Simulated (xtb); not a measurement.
H4Sn (SMILES [SnH4]), singlet, at a GFN2-xTB geometry (such geometries of metal compounds can be far from the true shape). Base run: GFN2-xTB run with xtb.

The xtb input:
```
$ xtb mol.xyz --gfn 2 --json

# file mol.xyz
5

Sn     0.00000000    -0.00000000    -0.00000000
H     -1.09244291     1.12690418    -0.47060308
H      0.23178506    -1.07625557    -1.21357383
H     -0.56018288    -0.78368680     1.32545915
H      1.42084073     0.73303819     0.35871776
```

The base run was repeated with changes; each row names its change, and settings that it needs were set with it.

| change | ΔE vs base (kcal/mol) | HOMO-LUMO gap (eV) | SCF cycles |
|---|---|---|---|
| base | 0.000 | 8.38 | 8 |
| acc = 1000 | 0.002 | 8.35 | 4 |
| etemp = 5000 | -0.007 | 8.38 | 8 |
| gbsa = methanol | -1.41 | 8.38 | 8 |
| etemp = 10000 | -1.97 | 8.41 | 8 |
| acc = 0.1 | 0.000 | 8.38 | 9 |

ALPB and GBSA are two models with their own fitted parameters for each solvent, which aren't always the measured dielectric constant.
